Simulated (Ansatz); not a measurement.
All numbers were calculated with Ansatz.

C2H9GaN2S (`C[N](C)[Ga]([NH2])[SH]`). The species carries charge 0 and has multiplicity 1. The structure was optimised at the PBE0-D4/def2-TZVP level. It is one conformer, not always the lowest.

```xyz
15

C    -0.131   -0.691    1.650
N     0.176   -0.602    0.248
C     0.754   -1.803   -0.290
Ga   -0.130    0.886   -0.746
N    -0.819    2.395    0.007
S     0.483    0.825   -2.863
H    -0.546    0.248    2.023
H     0.766   -0.911    2.247
H    -0.863   -1.485    1.859
H     0.077   -2.664   -0.181
H     1.695   -2.063    0.218
H     0.975   -1.691   -1.354
H    -1.184    3.127   -0.581
H    -1.340    2.343    0.867
H     0.088    2.085   -3.104
```

Problem. What is the dipole moment at PBE/def2-TZVPP? (Estimate.)

Solution. The calculation gave: 1.88 D, with components (-1.24, 0.55, 1.30) D in this frame, pointing from negative to positive charge.

Problem. And with r2SCAN, B3LYP, ωB97M-V? (An estimate is asked.)

Solution. The calculation gave: r2SCAN 1.93 D, B3LYP 1.87 D, ωB97M-V 1.88 D.

Problem. Give the Mulliken charges with PBE, ωB97M-V, r2SCAN in def2-TZVPP. (An estimate is asked.)

Solution. The calculation gave: 
```json
{"atom": "C1", "PBE": "-0.18", "ωB97M-V": "-0.22", "r2SCAN": "-0.04"}
{"atom": "N2", "PBE": "-0.14", "ωB97M-V": "-0.25", "r2SCAN": "-0.24"}
{"atom": "C3", "PBE": "-0.17", "ωB97M-V": "-0.22", "r2SCAN": "-0.04"}
{"atom": "Ga4", "PBE": "0.29", "ωB97M-V": "0.39", "r2SCAN": "0.40"}
{"atom": "N5", "PBE": "-0.36", "ωB97M-V": "-0.34", "r2SCAN": "-0.42"}
{"atom": "S6", "PBE": "-0.30", "ωB97M-V": "-0.28", "r2SCAN": "-0.30"}
{"atom": "H7", "PBE": "0.07", "ωB97M-V": "0.09", "r2SCAN": "0.03"}
{"atom": "H8", "PBE": "0.08", "ωB97M-V": "0.11", "r2SCAN": "0.04"}
{"atom": "H9", "PBE": "0.08", "ωB97M-V": "0.11", "r2SCAN": "0.04"}
{"atom": "H10", "PBE": "0.08", "ωB97M-V": "0.11", "r2SCAN": "0.04"}
{"atom": "H11", "PBE": "0.08", "ωB97M-V": "0.11", "r2SCAN": "0.04"}
{"atom": "H12", "PBE": "0.08", "ωB97M-V": "0.10", "r2SCAN": "0.05"}
{"atom": "H13", "PBE": "0.14", "ωB97M-V": "0.10", "r2SCAN": "0.14"}
{"atom": "H14", "PBE": "0.13", "ωB97M-V": "0.10", "r2SCAN": "0.14"}
{"atom": "H15", "PBE": "0.10", "ωB97M-V": "0.11", "r2SCAN": "0.10"}
```

B3LYP here is the variant with VWN-RPA as its local correlation; programs differ in this.
